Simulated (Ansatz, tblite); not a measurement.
Adding an electron: ZnI2⁺ (the lowest doublet isomer of a short search). Total charge 1; doublet. Geometry: r2SCAN-D4/def2-TZVP. Ansatz, gas phase; energy differences of separate SCF runs; the reduced species is a singlet (the triplet lies 4.36 eV higher at PBE0-D4/def2-TZVP).

```xyz
3

Zn   -0.0003   -0.0003    0.0004
I    -1.1978    1.9741    0.7651
I     1.1981   -1.9738   -0.7655
```

In the def2 sets I takes a core potential; there is no spin–orbit coupling. The xTB rows come from tblite. HOMO above LUMO, or a gap near zero within one spin, warns that the state may not be the lowest or that an electron is smeared out. The structure comes from a short search, and lower isomers may exist.

| level | −HOMO (eV) | −LUMO (eV) | vertical EA (eV) | HOMO–LUMO gap (eV) | remarks |
| --- | --- | --- | --- | --- | --- |
| GFN1-xTB | – | – | 14.28 | – | – |
| GFN2-xTB | – | – | 15.22 | – | – |
| PBE-D4/def2-TZVP | 11.86 | 11.86 | 9.28 | 0.00 | gap within one spin near zero (+1 doublet) |
| r2SCAN-D4/def2-TZVP | 12.16 | 11.93 | 9.49 | 0.23 | – |
| PBE0-D4/def2-TZVP | 12.59 | 11.47 | 9.65 | 1.11 | – |

  HOMO and LUMO are the levels of the spin that leaves or enters (xTB has no such levels and no spin-polarisation term). Other spin states of the ions may lie lower, which would lower the ionisation energy or raise the affinity. Raw xTB energy differences between charge states are shifted by several eV; the methods need an empirical correction for them.
